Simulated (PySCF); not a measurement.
Gas-phase reaction: HfO2 + 4 Cl → HfCl4 + 2 O. Level: M06-2X/def2-TZVP†; standard pressure 1 bar.

Method: PySCF energies plus ideal-gas RRHO corrections (1 bar). † marks an energy on the PBE0/def2-TZVP geometry and frequencies. Open shells (unrestricted): Cl (multiplicity 2, electronic degeneracy 6), O (multiplicity 3, electronic degeneracy 9); the rest are closed-shell singlets. Spin-orbit splitting is ignored; it lowers the true energy and changes the entropy of Cl, O. Hf: scalar-relativistic def2 core potential, no spin-orbit coupling. The harmonic model lacks anharmonicity and excited electronic states, which grow with temperature; levels with a mode under 35 cm⁻¹ are left out. Soft modes under 120 cm⁻¹ make the harmonic entropy rough for HfCl4.

```csv
T (K),1000/T (1/K),log10 K
600,1.6667,49.32
800,1.2500,33.85
1000,1.0000,24.60
1200,0.8333,18.45
1400,0.7143,14.06
1600,0.6250,?
```

Fit log10 K = a + b·(1000/T) to the five rows, get the mean ΔH° and ΔS°, and predict log10 K at 1600 K.

Means: 1000/T = 1.0929, log10 K = 28.056. Sums of products about the means: Sxy = 21.22519, Sxx = 0.573287, so b = Sxy/Sxx = 37.02 and a = 28.056 − (37.02)×1.0929 = -12.40.
ΔH° = −R ln 10 × 1000 K × b = −19.145 × (37.02) = -709 kJ; ΔS° = R ln 10 × a = -237 J/K. The run's own values go from -712 kJ and -242 J/K at 600 K to -702 kJ and -232 J/K at 1600 K.
Prediction at 1600 K: -12.40 + (37.02)×0.6250 = 10.74. The computed value is 10.79, 0.05 from the line.
For scale, ΔH°(298 K) is -715 kJ at this level, -714 kJ at ωB97M-V/def2-TZVP†, and runs from -929 to 122 kJ over the 18 levels computed.
